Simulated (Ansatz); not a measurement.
Species: CH5B, charge 0, singlet. CH5B (SMILES BC).
B3LYP-D3(BJ)/def2-TZVP minimum from Ansatz (a program for electronic structure):
```
C
H 1 1.0911
H 1 1.0911 2 110.16
H 1 1.1043 2 105.74 3 -113.82
B 1 1.5512 2 115.05 4 -114.16
H 5 1.1943 1 120.91 2 -156.60
H 5 1.1943 6 118.10 1 176.57
```

Hartree-Fock and CCSD correlation energies in hartree (Ansatz). UHF or UKS for unpaired electrons; spin-orbit terms are left out. Cores are frozen in correlated methods. No relativity.

```
basis    X      E(HF)  E(corr, CCSD)
-------  -  ---------  -------------
cc-pVTZ  3  -65.46636       -0.32009
cc-pVQZ  4  -65.47069       -0.33403
cc-pV5Z  5  -65.47174       withheld
```

Fit E(corr) = E∞ + A/X³ to X = 3 and 4, predict X = 5, and compare with the run.

A = (-0.32009 - (-0.33403))/(1/27 - 1/64) = 0.6510; E∞ = -0.33403 - A/64 = -0.34420; at X = 5, E∞ + A/125 = -0.33899. The run gave -0.33810, 0.89 mEh above the prediction. The same form on X = 4 and 5 gives E∞ = -0.34237, 1.83 mEh above the first estimate.
